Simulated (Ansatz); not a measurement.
Relaxation of CH5ClGe (8 atoms, charge 0, multiplicity 1), to a largest force component of 0.02 eV/Å in at most 40 steps.

Theory: Ansatz, RKS PBE-D4/def2-SVP.

```xyz
8
Properties=species:S:1:pos:R:3:forces:R:3
Ge 0.000 0.000 0.000 -0.06 0.04 -0.03
H 0.000 0.000 1.550 -0.06 -0.22 0.04
H 1.462 0.000 -0.516 0.02 -0.20 -0.05
C -0.923 1.599 -0.653 -0.12 -0.03 -0.16
H -1.976 1.346 -0.897 0.09 0.10 0.02
H -0.905 2.384 0.132 0.00 -0.06 -0.07
H -0.413 1.976 -1.564 -0.12 -0.01 0.07
Cl -1.046 -1.812 -0.739 0.27 0.39 0.18
```

Task: Where does it end, and by what steps?

Result: It converged. After 9 steps the energy has fallen by 0.058 eV; H7 moved furthest, 0.48 Å.

```json
{"step": "0", "energy less start (eV)": "0.0000", "largest force component (eV/Å)": "0.392", "accepted": "yes"}
{"step": "1", "energy less start (eV)": "-0.0224", "largest force component (eV/Å)": "0.228", "accepted": "yes"}
{"step": "2", "energy less start (eV)": "-0.0349", "largest force component (eV/Å)": "0.045", "accepted": "yes"}
{"step": "3", "energy less start (eV)": "-0.0449", "largest force component (eV/Å)": "0.064", "accepted": "yes"}
{"step": "4", "energy less start (eV)": "-0.0365", "largest force component (eV/Å)": "0.621", "accepted": "no"}
{"step": "5", "energy less start (eV)": "-0.0515", "largest force component (eV/Å)": "0.026", "accepted": "yes"}
{"step": "6", "energy less start (eV)": "-0.0553", "largest force component (eV/Å)": "0.125", "accepted": "yes"}
{"step": "7", "energy less start (eV)": "-0.0565", "largest force component (eV/Å)": "0.187", "accepted": "yes"}
{"step": "8", "energy less start (eV)": "-0.0577", "largest force component (eV/Å)": "0.032", "accepted": "yes"}
{"step": "9", "energy less start (eV)": "-0.0579", "largest force component (eV/Å)": "0.001", "accepted": "yes"}
```

```xyz
8
Properties=species:S:1:pos:R:3
Ge 0.003 0.028 0.034
H -0.238 -0.182 1.552
H 1.520 0.060 -0.284
C -0.932 1.602 -0.653
H -2.019 1.505 -0.468
H -0.559 2.513 -0.144
H -0.760 1.700 -1.742
Cl -0.816 -1.731 -0.982
```

Whether the end is a true minimum wasn't checked by a vibrational analysis.

Run time: 27 s on 1 thread of Arm Neoverse V2 (shared host), peak memory 0.12 GiB.
